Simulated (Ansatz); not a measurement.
Abridged output of a molecular run in Ansatz:

```
Functional definition: HF
1188 factors; integrals over basis functions are off by at most 1.2e-3 eV
mean field evaluation 1: about -122767.8755 eV, gradient 4.1e1 eV
mean field evaluation 2: about -122767.9233 eV, gradient 4.1e1 eV
mean field evaluation 4: about -122771.5608 eV, gradient 3.9e0 eV
mean field evaluation 8: about -122771.6362 eV, gradient 5.5e-1 eV
mean field -122771.63941922 eV, -4511.7745310503 hartree, gradient 8.2e-6 eV, S^2 0.000000; 0 other end points of the search recorded, 0 dependent functions left out
21 core orbitals not correlated: weight in the atoms' cores, before any rotation towards them, 1.000 or more for the frozen orbitals, at most 0.000 for the correlated occupied ones
reference -122771.63941922 eV, -4511.7745310503 hartree; 24, 24 occupied and 76, 76 virtual orbitals, 1188 factors
second order -25.67820937 eV of doubles, -0.00000000 eV of singles
cycle   1  -24.87945039 eV  change    8.0e-1 eV  update   1.4e-1
cycle   2  -25.69125444 eV  change   -8.1e-1 eV  update   4.3e-2
cycle   3  -25.85900335 eV  change   -1.7e-1 eV  update   2.2e-2
cycle   4  -25.83837072 eV  change    2.1e-2 eV  update   5.6e-3
cycle   5  -25.83529182 eV  change    3.1e-3 eV  update   2.9e-3
cycle   6  -25.83674655 eV  change   -1.5e-3 eV  update   9.6e-4
cycle   7  -25.83628705 eV  change    4.6e-4 eV  update   4.6e-4
cycle   8  -25.83600610 eV  change    2.8e-4 eV  update   1.8e-4
cycle   9  -25.83605732 eV  change   -5.1e-5 eV  update   7.1e-5
cycle  10  -25.83610752 eV  change   -5.0e-5 eV  update   2.4e-5
perturbative correction -0.85391356 eV, -0.0313807445 hartree
Total energy: -122798.32944030 eV, -4512.7553712339 hartree
```

Its atoms:

Cartesian coordinates in Å:
```
O 0.100 -0.084 2.525
C -0.083 0.149 1.378
O 0.471 -0.662 0.382
Se -1.062 1.519 0.510
Ga -0.243 0.312 -1.437
H 0.986 -1.383 0.775
H 1.060 0.878 -2.083
H -1.229 -0.730 -2.049
```

(1) Which basis set was used?
A. def2-SVPD
B. def2-SVP
C. def2-TZVPPD
D. cc-pV(Q+d)Z

(2) Write the keys of the input that set method, charge and spin (a neutral closed shell needs none for the last two).

## Answers

(1) B. It gives 121 functions.

(2) 
```yaml
correlation: {method: ccsd_t}
```
